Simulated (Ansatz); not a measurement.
`C=C[CH2][SnH2][F]`, charge 0, multiplicity 1.

**Question.** Give a relaxed structure at PBE0-D4/def2-TZVP (the Gaussian-basis code of Ansatz). (Estimate.)

**Answer.** The calculation gave: 
Cartesian coordinates in Å:
```
C -1.135 -1.649 -0.723
C -1.045 -0.487 -0.085
C 0.016 -0.126 0.886
Sn 1.360 1.310 0.019
F 0.201 2.801 -0.391
H -0.422 -2.450 -0.552
H -1.926 -1.838 -1.438
H -1.781 0.286 -0.293
H -0.391 0.356 1.778
H 0.603 -0.993 1.196
H 1.998 0.830 -1.487
H 2.522 1.960 1.090
```
This is one stationary point; other conformers may exist.
